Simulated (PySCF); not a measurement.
Correlation energy of C (carbon, neutral)

[He] 2s2 2p2, high-spin 3P determinant. Computed with PySCF 2.14 in cc-pVDZ-DK (3s2p1d, 14 functions), with the spin-free X2C one-electron Hamiltonian (Gaussian nucleus). Frozen: 1s2; 4 electrons correlated.

MP2 pair energies summed by pair of shells (mhartree):

```csv
pair,energy,share (%)
2s-2p,-30.35,58.6
2s-2s,-15.90,30.7
2p-2p,-5.53,10.7
```

Total MP2 correlation energy: -51.78 mhartree.

Same-spin part -9.33 and opposite-spin part -42.44 mhartree; SCS-MP2 scales them by 1/3 and 6/5 to -54.04 mhartree.

```
  level  correlation energy (mhartree)
   CCSD                         -72.91
    (T)                          -0.93
CCSD(T)                         -73.84
```

Diagnostics: T1 = 0.0066, D1 = 0.0131, largest double amplitude 0.123.

Cost of the coupled-cluster step: 0.14 s of wall time on 1 thread of Neoverse-N1 (shared host), for 4 correlated electrons.
